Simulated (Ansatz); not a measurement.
Isolated molecules relaxed with PBE0-D4/def2-TZVP in Ansatz; ΔE leaves out vibrations. CBS: MP2 limit from def2 TZ/QZ plus the TZ coupled-cluster correction, frozen cores. This one scheme is used for every species. Functionals use def2-TZVPP. B3LYP here is the variant with VWN-RPA as its local correlation; programs differ in this. Each species was taken in one conformer, which may not be the lowest.

`C=N[Si](N)(N)F` + ethane → `CC[Si](N)(N)F` + `C=N`  (formal exchange of groups at the Si–N bond)

`C=N[Si](N)(N)F`:

Cartesian coordinates in Å:
```
C -0.690 2.123 0.261
N -0.645 1.046 -0.387
Si 0.241 -0.365 0.099
N 1.218 -0.745 -1.224
N -0.691 -1.712 0.533
F 1.038 -0.014 1.451
H -0.154 2.297 1.207
H -1.289 2.965 -0.106
H 1.835 -1.539 -1.229
H 1.451 -0.060 -1.921
H -1.055 -1.810 1.465
H -1.259 -2.184 -0.150
```

`CC`:

```xyz
8

C    -0.252    0.629    0.343
C     0.252   -0.629   -0.343
H    -0.431    0.458    1.407
H     0.469    1.446    0.259
H    -1.191    0.973   -0.097
H     0.431   -0.458   -1.407
H    -0.469   -1.446   -0.259
H     1.191   -0.973    0.096
```

`CC[Si](N)(N)F`:

Z-matrix (Å, degrees):
```
C
C 1 1.527
H 1 1.093 2 111.5
H 1 1.093 2 111.1 3 119.5
H 1 1.093 2 111.8 3 -120.6
Si 2 1.862 1 114.3 3 -60.1
H 2 1.097 1 110.5 3 62.7
H 2 1.096 1 110.3 3 178.8
N 6 1.700 2 108.3 1 66.2
N 6 1.704 2 118.3 1 -55.2
F 6 1.609 2 105.3 1 -170.2
H 9 1.006 6 121.6 2 34.8
H 9 1.007 6 120.9 2 -173.7
H 10 1.005 6 121.8 2 72.5
H 10 1.006 6 121.6 2 -83.1
```

`C=N`:

Cartesian coordinates in Å:
```
C 0.184 -0.343 -0.023
N -0.836 0.390 -0.126
H 1.176 0.003 0.287
H 0.094 -1.406 -0.257
H -0.618 1.356 0.119
```

```tsv
level	ΔE (kJ/mol)	difference from CCSD(T)/CBS
PBE-D4	51.4	-3.8
r2SCAN-D4	58.7	3.5
B2PLYP	61.5	6.3
r2SCAN	59.5	4.3
PBE0	55.9	0.7
B3LYP	62.7	7.5
HF/def2-TZVPP	71.9	16.7
MP2/def2-QZVPP	58.3	3.1
SCS-MP2/def2-QZVPP	59.6	4.4
HF/CBS(def2)	72.8	17.6
CCSD(T)/CBS	55.2	0
```

Largest T1 diagnostic among the species: 0.012.

In def2-TZVPP, CCSD(T) changes the Hartree–Fock value by −17.5 kJ/mol (the triples alone add −1.5 kJ/mol) and MP2 by −14.4 kJ/mol. The D4 term adds −3.3 kJ/mol with B3LYP and −2.1 kJ/mol with PBE0; it sums over pairs of atoms, weighted by their polarisabilities, and B3LYP, whose exchange is more repulsive, gets the larger term.
